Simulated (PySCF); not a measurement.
## Working out the ionisation energy of Fe⁺

Fe⁺ [Ar] 3d6 4s1 (6D) → Fe²⁺ [Ar] 3d6 (5D). Computed with PySCF 2.14 in aug-cc-pVDZ, with the non-relativistic Hamiltonian (point nucleus). Frozen: [Ar]. Energies in hartree (1 hartree = 27.21139 eV):

```csv
part,Fe⁺ (lower),Fe²⁺ (upper)
UHF,-1262.217411,-1261.660801
MP2 opposite-spin,-0.046469,-0.040808
MP2 same-spin,-0.072640,-0.058516
```

Question: What does Hartree-Fock give?

Answer: (-1261.660801) − (-1262.217411) = 0.556610 hartree = 15.146 eV.

Question: What do MP2 and SCS-MP2 (6/5 opposite-spin, 1/3 same-spin) give?

Answer: The opposite-spin parts differ by 0.154 eV and the same-spin parts by 0.384 eV. MP2: 15.146 + (0.154) + (0.384) = 15.684 eV. SCS-MP2: 15.146 + 1.2 × (0.154) + (0.384)/3 = 15.459 eV.

A first-order spin-orbit estimate adds -0.001 eV to MP2 (valence), giving 15.683 eV against 16.199 eV (measured; NIST Atomic Spectra Database, ionization energies).

The calculation is non-relativistic.

A double-zeta basis recovers only part of the correlation energy.

What remains against the reference includes basis incompleteness, the frozen core and correlation beyond second order.
